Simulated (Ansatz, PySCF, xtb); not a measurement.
Breaking the C3–H4 bond in CH5BSe (SMILES CB[SeH]) (multiplicity 1 held, fragments rigid). Energies count from the point at 1.096 Å.
Geometry at that point (charge 0, multiplicity 1):
```xyz
8

B     -0.1528    -0.5534     1.0626
H     -1.1320    -0.5894     1.7355
C      1.1691    -1.2645     1.4816
H      0.9786    -2.3331     1.6320
H      1.4936    -0.8885     2.4585
H      2.0000    -1.1608     0.7826
Se    -0.2340     0.4253    -0.5976
H     -1.6347     0.8649    -0.4932
```

R- and RO- levels are restricted; in cc, def2 and unpolarised 6-31G sets they are followed outwards from rest. U- levels take the lowest unrestricted solution at each point, which mixes spins at long bonds. Levels need not reach the same state.

Rows in 3-21G carry no dispersion term and start afresh at each structure; the Pople sets are all-electron and without relativity.

The values were computed with Ansatz (a program for electronic structure); PySCF for 3-21G rows; xtb for the GFN methods. Each number belongs to the level named beside it. The GFN methods have no spin term and hold the electronic entropy of 300 K.

Problem. One of these levels gives 518.4 kJ/mol for the energy at R = 3.507 Å. Name it.
A) R-HF/cc-pVTZ
B) GFN2-xTB
C) U-PBE/cc-pVTZ
D) R-HF/3-21G

Solution. B, GFN2-xTB. The others give 816.2 (R-HF/3-21G), 755.5 (R-HF/cc-pVTZ), 450.0 (U-PBE/cc-pVTZ)

Doubts at one or more of the structures used: a restricted determinant that unrestricted orbitals would lower (R-HF/3-21G, R-HF/cc-pVTZ); a spin-contaminated determinant (U-PBE/cc-pVTZ).
